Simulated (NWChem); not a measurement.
diarsenic (As$_{2}$) in NWChem

```xyz
2

As     0.0000     0.0000     1.0456
As     0.0000     0.0000    -1.0456
```
Charge 0, spin multiplicity 1.

Everything below was run with NWChem. All single points use one geometry, from PBE0/def2-SVP, a minimum by its harmonic frequencies.

Symmetry labels belong to the abelian group D2h used in the runs, with the axes of the coordinates shown; states degenerate in a higher group split over its labels.

The Hamiltonian is non-relativistic. B3LYP has NWChem's definition, with VWN1-RPA local correlation.

**Question.** List the lowest 6 singlet excitations that TD-B3LYP/def2-SVPD, VWN1-RPA local correlation gives, with oscillator strengths.

**Answer.** 
```json
[
 {"state": "1", "symmetry": "au", "energy (eV)": "2.99", "wavelength (nm)": "415", "f": "0.000"},
 {"state": "2", "symmetry": "au", "energy (eV)": "3.38", "wavelength (nm)": "366", "f": "0.000"},
 {"state": "3", "symmetry": "b1u", "energy (eV)": "3.38", "wavelength (nm)": "366", "f": "0.000"},
 {"state": "4", "symmetry": "b2g", "energy (eV)": "3.82", "wavelength (nm)": "325", "f": "0.000"},
 {"state": "5", "symmetry": "b3g", "energy (eV)": "3.82", "wavelength (nm)": "325", "f": "0.000"},
 {"state": "6", "symmetry": "b1u", "energy (eV)": "5.48", "wavelength (nm)": "226", "f": "0.171"}
]
```
